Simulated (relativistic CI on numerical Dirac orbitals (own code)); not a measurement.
**Radial parameters of Tl XI**

Computed by Dirac-Coulomb-Breit CI, KLI orbitals optimised for each configuration, a model potential for QED, unscaled Slater integrals (own radial code, finite nucleus).

Slater integrals F^k, G^k are unscaled and averaged over j, outside the closed core [Kr] 4d10 4f14; ζ comes from projecting the Hamiltonian with its Breit term on Σ l·s of the shell.

- 5s2.5p6.5d3: F^2(5d,5d) = 94182, F^4(5d,5d) = 64323, ζ(5d) = 10332 cm⁻¹; <r>(5d) = 1.127, <r^2>(5d) = 1.429 (bohr units).
- 5s2.5p6.5d2.6s: F^2(5d,5d) = 94546, F^4(5d,5d) = 64564, ζ(5d) = 10621, G^2(5d,6s) = 26254 cm⁻¹; <r>(5d) = 1.121, <r^2>(5d) = 1.415, <r>(6s) = 1.674, <r^2>(6s) = 3.107 (bohr units).
- 5s2.5p6.5d2.5f: F^2(5d,5d) = 94415, F^4(5d,5d) = 64470, ζ(5d) = 10581, F^2(5d,5f) = 71655, F^4(5d,5f) = 46504, G^1(5d,5f) = 83260, G^3(5d,5f) = 52128, G^5(5d,5f) = 37458, ζ(5f) = 679.28 cm⁻¹; <r>(5d) = 1.123, <r^2>(5d) = 1.419, <r>(5f) = 1.525, <r^2>(5f) = 2.637 (bohr units).

(1) Give the Racah parameters of the d shell in 5s2.5p6.5d3.

In this model ζ of a weakly bound d, f or g electron outside closed shells comes out too small, for d by up to a factor of two or three and at times with the wrong sign; that of an outer p electron is too small as well.

Averages of the first 10 configurations, taken without configuration mixing, which lowers the lowest level and can move excited configurations by several eV; other configurations of the list can lie among them:

| Configuration | Parity | States | Average energy above the lowest level (eV) |
| --- | --- | --- | --- |
| 5s2.5p6.5d3 | even | 120 | 7.4 |
| 5s2.5p6.5d2.6s | even | 90 | 45.1 |
| 5s2.5p6.5d2.5f | odd | 630 | 75.4 |
| 5s2.5p5.5d4 | odd | 1260 | 81.7 |
| 5s2.5p6.5d2.6p | odd | 270 | 64.3 |
| 5s2.5p6.5d2.5g | even | 810 | 114.7 |
| 5s2.5p6.5d.6s.6p | odd | 120 | 103.4 |
| 5s2.5p6.5d.5f.6s | odd | 280 | 114.8 |
| 5s.5p6.5d4 | even | 420 | 143.8 |
| 5s2.5p6.5d2.6d | even | 450 | 89.8 |

## Answers

(1) B = F²/49 − 5F⁴/441 = 1193 cm⁻¹ and C = 35F⁴/441 = 5105 cm⁻¹.
